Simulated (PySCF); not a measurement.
C$_{2}$H$_{6}$Be, charge +1, doublet, geometry from GFN2-xTB (such geometries of metal compounds can be far from the true shape) (a state made from the parent by changing its charge; the spin is typed, not shown lowest). Base run: PBE0/def2-SVP (PySCF).

Input for PySCF:
```python
from pyscf import gto, scf, dft

mol = gto.M(
    atom='''
Be    0.008125    0.005898   -0.018515
C     1.344978    0.168117   -1.102040
H     2.017265   -0.684335   -0.982499
H     1.883965    1.091228   -0.877036
H     0.980211    0.201307   -2.130990
C    -1.340760   -0.189206    1.044371
H    -1.858388   -1.122389    0.811944
H    -2.028869    0.649451    0.916823
H    -0.987920   -0.216943    2.077773
''',
    basis='def2-svp',
    charge=1,
    spin=1,
    verbose=4,
)

mf = dft.UKS(mol)
mf.xc = 'pbe0'
mf.kernel()
```

Variants of this job, named by their change:

```json
[
 {"change": "base", "ΔE vs base (mEh)": "0.000", "fitting functions": "-", "outcome": "converged"},
 {"change": "auxbasis = cc-pvqz-jkfit", "ΔE vs base (mEh)": "-", "fitting functions": "-", "outcome": "input refused"},
 {"change": "auxbasis = even-tempered beta=3.0", "ΔE vs base (mEh)": "-0.106", "fitting functions": "320", "outcome": "converged"},
 {"change": "auxbasis = default (with mf = mf.density_fit())", "ΔE vs base (mEh)": "-0.043", "fitting functions": "309", "outcome": "converged"},
 {"change": "auxbasis = autoaux", "ΔE vs base (mEh)": "-0.006", "fitting functions": "449", "outcome": "converged"},
 {"change": "auxbasis = cc-pvtz-ri", "ΔE vs base (mEh)": "-0.159", "fitting functions": "423", "outcome": "converged"},
 {"change": "only_dfj = on; auxbasis = def2-universal-jfit", "ΔE vs base (mEh)": "-0.147", "fitting functions": "213", "outcome": "converged"},
 {"change": "auxbasis = def2-universal-jkfit", "ΔE vs base (mEh)": "-0.043", "fitting functions": "309", "outcome": "converged"},
 {"change": "auxbasis = def2-tzvp-ri", "ΔE vs base (mEh)": "-0.157", "fitting functions": "291", "outcome": "converged"},
 {"change": "auxbasis = even-tempered beta=2.0", "ΔE vs base (mEh)": "-0.002", "fitting functions": "460", "outcome": "converged"}
]
```

A fitting set is made for a task (jfit for Coulomb, jkfit for Coulomb and exchange, ri for correlation) and for a family of orbital bases.

Open shells are given as the SCF converged; they aren't shown to be the lowest states, and a large step between rows can be another state.

- auxbasis = cc-pvqz-jkfit: ended with `pyscf.lib.exceptions.BasisNotFoundError: Basis set not found for Be in cc-pvqz-jkfit`
